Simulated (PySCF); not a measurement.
Ge(F)3(OSiH3) (F₃GeH₃OSi), SMILES [F][Ge]([F])([F])[O][SiH3]. Atoms are numbered in the order given.

```xyz
9

F      1.6596    -0.3350    -1.2425
Ge     0.6169     0.0709     0.0462
F      1.4465    -0.2669     1.4989
F      0.3172     1.7560    -0.0190
O     -0.8598    -0.8048    -0.0469
Si    -2.4876    -0.3843    -0.1839
H     -2.7053     0.3822    -1.4424
H     -2.8941     0.4426     0.9866
H     -3.2451    -1.6611    -0.2110
```
Charge 0, spin multiplicity 1.

Geometry optimised at r2SCAN-D4/def2-SVP. The values are those of a single conformer.

All values below come from PySCF with PBE/def2-TZVP.

Atomic charges (e):

```csv
atom,Löwdin,meta-Löwdin
F1,-0.06,-0.45
Ge2,[?],1.67
F3,-0.06,-0.45
F4,-0.07,-0.46
O5,[?],-0.76
Si6,[?],0.69
H7,-0.04,-0.09
H8,-0.04,-0.09
H9,-0.03,-0.08
```

What belongs in the gaps? (An estimate is asked for; the answer gives what the named calculation found.)


- Ge2, Löwdin: 0.20
- O5, Löwdin: -0.07
- Si6, Löwdin: 0.17
